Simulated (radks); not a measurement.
Results of a calculation; reference values are marked as such.
Yb3+, configuration [Xe] 4f10.5 5d0.5 6p2 (fractional occupations, a model configuration).

Code: a radial shooting solver on a logarithmic mesh with Libxc functionals. Model: scalar-relativistic Kohn-Sham, PBE, spin-unpolarised, spherical densities, finite nucleus; Fermi nuclear charge, rms radius 5.3108 fm.

Energy parts (Ry):
total: -28107.8754
kinetic: 30625.4787
electron-nucleus: -68875.0180
Hartree: 10721.4872
exchange-correlation: -579.8233

Orbitals (lengths in bohr, moments of r in powers of bohr):
orbital  occ.  eigenvalue (Ry)       <r^4>   <1/r>
1s          2        -4504.864   7.557e-07   80.61
2s          2        -767.3965   0.0001162   18.80
2p          6        -677.0012  0.00008924   17.26
3s          2        -177.0203    0.004345   6.944
3p          6        -149.7632    0.004614   6.464
3d         10        -116.5364    0.003599   6.121
4s          2        -38.81937      0.1029   2.948
4p          6        -29.82026      0.1353   2.696
4d         10        -17.96149      0.2011   2.397
5s          2         -7.79517       2.993   1.177
5p          6         -5.48036       5.289   1.013
4f       10.5         -4.84994      0.6617   1.912
5d        0.5         -2.69534       19.19  0.7408
6p          2         -1.72254       158.6  0.4114

The highest occupied level is 6p at -23.436 eV. Summed over all electrons, <r^2> = 49.69 bohr^2, which gives a Langevin (diamagnetic) susceptibility term of -39.4 x 10^-6 cm^3/mol. The density falls to 0.001 e/bohr^3 at r = 4.49 bohr.
